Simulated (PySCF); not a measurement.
`C=C[O][GeH]([CH3])[CH3]`, C4H10GeO

Geometry (Å), atoms numbered from 1 in this order:
```xyz
16

C     2.581   -0.065    0.552
C     1.954    0.874   -0.169
O     0.640    1.109   -0.255
Ge   -0.647    0.088    0.520
C    -2.254    1.095    0.130
C    -0.621   -1.662   -0.323
H     2.047   -0.775    1.191
H     3.669   -0.128    0.523
H     2.531    1.574   -0.786
H    -0.342    0.019    2.032
H    -2.344    1.238   -0.957
H    -2.215    2.081    0.613
H    -3.144    0.558    0.491
H    -1.482   -2.258    0.014
H    -0.682   -1.541   -1.415
H     0.304   -2.204   -0.083
```

Computed, not measured: GIAO PW91/pcSseg-1 magnetisability, rotational g tensor and spin-rotation constants, non-relativistic, gas phase in PySCF. Geometry: PBE0-D3(BJ)/def2-SVP.

The calculation is non-relativistic, which matters for the atoms heavier than Zn.

**Question.** What are the magnetisability and the molar susceptibility?

**Answer.** Isotropic -1324 × 10⁻³⁰ J/T², or -79.7 × 10⁻⁶ cm³/mol; principal values -1371, -1307, -1294 × 10⁻³⁰ J/T², anisotropy 72 × 10⁻³⁰ J/T² (root of half the summed squared differences of the principal values). The susceptibility is in cgs units.

**Question.** Split it along the inertial axes a, b, c into diamagnetic and paramagnetic parts about the centre of mass, with the quadrupole moment.

**Answer.** 
```tsv
axis	χ (10⁻⁶ cm³/mol)	diamagnetic (10⁻⁶ cm³/mol)	paramagnetic (10⁻⁶ cm³/mol)	summed x² of all electrons (Å²)	quadrupole Θ (D Å)
a	-78.6	-413.0	334.4	169.0	+2.30
b	-80.9	-838.3	757.4	68.8	-0.57
c	-79.7	-1008.9	929.2	28.6	-1.72
```
Anisotropies 2χaa − χbb − χcc = +3.4 and 2χbb − χaa − χcc = -3.5 × 10⁻⁶ cm³/mol. Θ is traceless in Buckingham's convention.

**Question.** And the rotational g tensor?

**Answer.** 
| axis | rotational constant (GHz) | g | nuclear part | electronic part |
| --- | --- | --- | --- | --- |
| a | 4.2023 | -0.0230 | 0.6373 | -0.6603 |
| b | 1.6799 | -0.0060 | 0.5917 | -0.5978 |
| c | 1.3717 | -0.0053 | 0.5936 | -0.5988 |

Asymmetric top; isotopes 12C, 74Ge, 1H, 16O; no vibrational averaging.
